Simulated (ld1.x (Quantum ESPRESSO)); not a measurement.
# Plane-wave convergence, TM potential for H

- Element: H (Z = 1)
- Generator: ld1.x (Quantum ESPRESSO) 7.5
- Type: norm-conserving Troullier–Martins (Kleinman–Bylander form)
- Functional: PBE
- Relativity: scalar-relativistic
- Frozen core: none
- Valence charge: 1
- Reference configuration: 1s1
- Partial waves: 1s (bound): rc 1.50 bohr
- Local potential: the s channel
- Core correction: none

The pseudo-atom Hamiltonian at the reference potential is diagonalised in spherical Bessel functions j_l(qr) that vanish at 20 bohr, with q² up to the cutoff. All-electron valence levels (Ry): 1s -0.4772.

Q: How do the lowest levels (Ry) of each channel move with the cutoff, and are there ghosts?

A:

| cutoff (Ry) | s #1 | s #2 | p #1 | p #2 | d #1 | f #1 | Σ f·Δε (mRy) |
| --- | --- | --- | --- | --- | --- | --- | --- |
| 8 | -0.4318 | 0.0122 | 0.0295 | 0.1002 | 0.0773 | 0.1194 | 45.4 |
| 10 | -0.4465 | 0.0115 | 0.0295 | 0.1002 | 0.0773 | 0.1194 | 30.8 |
| 15 | -0.4648 | 0.0106 | 0.0295 | 0.1001 | 0.0773 | 0.1194 | 12.4 |
| 18 | -0.4718 | 0.0102 | 0.0295 | 0.1001 | 0.0773 | 0.1194 | 5.4 |
| 21 | -0.4744 | 0.0101 | 0.0295 | 0.1001 | 0.0773 | 0.1194 | 2.8 |
| 25 | -0.4758 | 0.0100 | 0.0295 | 0.1001 | 0.0773 | 0.1194 | 1.4 |
| 35 | -0.4770 | 0.0100 | 0.0295 | 0.1001 | 0.0773 | 0.1194 | 0.2 |
| 40 | -0.4770 | 0.0100 | 0.0295 | 0.1001 | 0.0773 | 0.1194 | 0.2 |
| 400 | -0.4772 | 0.0100 | 0.0295 | 0.1001 | 0.0773 | 0.1194 | 0.0 |

Result: no extra level below or beside the all-electron valence levels (s, p, d, f tested); 10 mRy is reached at 18 Ry and 1 mRy at 30 Ry.
